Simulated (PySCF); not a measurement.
Magnetisability: `C=C(Cl)C(=O)C(F)(F)F`, C4H2ClF3O

Cartesian coordinates in Å; atom numbers follow the order of the lines, from 1:
```xyz
11

C     2.0898    0.2154    0.1629
C     0.7788    0.4300    0.2975
Cl    0.1529    1.8116    1.1153
C    -0.1825   -0.5388   -0.2671
O     0.1352   -1.5348   -0.8552
C    -1.6973   -0.2214   -0.0705
F    -2.4465   -1.1713   -0.6260
F    -2.0341   -0.1582    1.2237
F    -2.0454    0.9398   -0.6385
H     2.4311   -0.6640   -0.3570
H     2.8234    0.8942    0.5588
```

Method: GIAO wB97X/6-311G** magnetisability, non-relativistic, IEF-PCM dichloromethane in PySCF 2.14.0. Geometry: GFN2-xTB.

Task: What are the magnetisability and the molar susceptibility?

Result: Isotropic -1108 × 10⁻³⁰ J/T², or -66.7 × 10⁻⁶ cm³/mol; principal values -1335, -1008, -981 × 10⁻³⁰ J/T², anisotropy 341 × 10⁻³⁰ J/T² (root of half the summed squared differences of the principal values). The susceptibility is in cgs units.

Task: Split it along the inertial axes a, b, c into diamagnetic and paramagnetic parts about the centre of mass, with the quadrupole moment.

Result: 
```tsv
axis	χ (10⁻⁶ cm³/mol)	diamagnetic (10⁻⁶ cm³/mol)	paramagnetic (10⁻⁶ cm³/mol)	summed x² of all electrons (Å²)	quadrupole Θ (D Å)
a	-60.2	-629.0	568.8	196.7	+5.88
b	-59.6	-973.4	913.8	115.5	-3.89
c	-80.4	-1324.2	1243.9	32.8	-1.99
```
Anisotropies 2χaa − χbb − χcc = +19.7 and 2χbb − χaa − χcc = +21.3 × 10⁻⁶ cm³/mol. Θ is traceless in Buckingham's convention.
